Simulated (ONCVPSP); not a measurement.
**barium: ONCV pseudisation with PBE, fully relativistic reference atom.**

- Element: Ba (Z = 56)
- Generator: ONCVPSP 4.0.1
- Type: optimised norm-conserving Vanderbilt (ONCV)
- Functional: PBE
- Relativity: fully relativistic
- Frozen core: [Kr] 4d10
- Valence charge: 10
- Reference configuration: 5s2 5p6 6s1.5 (charge +0.5)
- Partial waves: 5s+6s: rc 3.15 bohr, ncon 4, nbas 7, qcut 3.8 1/bohr, 2 projectors; 5p: rc 3.05 bohr, ncon 5, nbas 10, qcut 5.3 1/bohr, 2 projectors, debl 3.8 Ha; d scattering state at 0.13 Ha: rc 3.20 bohr, ncon 4, nbas 8, qcut 3.3 1/bohr, 3 projectors, debl 2.2 Ha
- Local potential: polynomial inside 2.65 bohr (lpopt 5, dvloc0 1 Ha)
- Core correction: Teter function, fcfact 4.75, rcfact 1.15

Open shells are filled in proportion to 2j + 1.

In the d channel the program set the typed energies aside and used 0.050, 2.250, 4.450 Ha (j = l + 1/2; the other j can differ).

All-electron outer shells of the reference configuration (PBE, scalar-relativistic, ld1.x):

| shell | level (eV) | outermost node (bohr) | outermost maximum (bohr) |
| --- | --- | --- | --- |
| 5s | -36.37 | 0.80 | 1.47 |
| 5p | -21.42 | 0.86 | 1.67 |
| 6s | -5.34 | 1.96 | 4.00 |

Results:

- Cutoffs needed: 6.8 Ha and 9.6 Ha (the cutoffs (Ha) at which the residual kinetic energy of the hardest occupied pseudo-wave falls to 1 and 0.1 mHa per electron)
- Ghost test: no bound ghost flagged; no localised positive-energy state flagged
- Largest excitation error: +4.1 meV (all-electron minus pseudo) for 5s2 5p6 6s1 6p1, out of 4 test configurations
- rms error of d²Exc/dni dnj: 7.33 mHa without and 3.44 mHa with the model core

Generation and tests took about 6.1 s on one core of a shared server CPU.
